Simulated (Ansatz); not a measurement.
A single point on H5InO3S.

```yaml
crystal:
  periodic: [false, false, false]
  atoms:
    - {symbol: O, position_ang: [-1.161278, -1.387468, 0.744472]}
    - {symbol: In, position_ang: [-0.004776, 0.237786, 0.452169]}
    - {symbol: O, position_ang: [1.765605, 0.095661, 1.333191]}
    - {symbol: O, position_ang: [0.083593, -0.990352, -1.534284]}
    - {symbol: S, position_ang: [-1.051933, 2.243615, -0.305978]}
    - {symbol: H, position_ang: [-0.944287, -1.895243, 1.528629]}
    - {symbol: H, position_ang: [2.216403, 0.938183, 1.419321]}
    - {symbol: H, position_ang: [-0.505501, -1.630484, -1.085268]}
    - {symbol: H, position_ang: [0.093449, 2.945188, -0.281055]}
    - {symbol: H, position_ang: [-0.408173, -0.607985, -2.268299]}
basis:
  gaussian: {orbitals: def2-TZVPP}
hamiltonian: {xc: pbe}
correlation: {method: rpa}
```

```sh
$ ansatz run in.yaml --threads 4 --pin off --events-out ev --progress --plain --max-ram 10444MiB
```

Shortened log:

```
Functional definition: PBE
1719 factors; integrals over basis functions are off by at most 1.4e-3 eV
mean field evaluation 1: about -22206.0059 eV, gradient 1.1e2 eV
mean field evaluation 2: about -22206.0001 eV, gradient 1.1e2 eV
mean field evaluation 4: about -22190.7734 eV, gradient 9.9e1 eV
mean field evaluation 8: about -22226.5195 eV, gradient 2.5e0 eV
mean field evaluation 16: about -22226.5291 eV, gradient 8.0e-3 eV
mean field -22226.52910745 eV, -816.8098790161 hartree, gradient 1.1e-6 eV, S^2 0.000000; 0 other end points of the search recorded, 0 dependent functions left out
12 core orbitals not correlated: weight in the atoms' cores, before any rotation towards them, 1.000 or more for the frozen orbitals, at most 0.000 for the correlated occupied ones
reference -22160.10654727 eV, -814.3688949526 hartree; 21, 21 occupied and 222, 222 virtual orbitals, 1719 factors
Total energy: -22210.32364732 eV, -816.2143393410 hartree
```

Run time 7 s (4 threads of an Arm Neoverse V2 on a shared host); peak host memory 0.69 GiB.
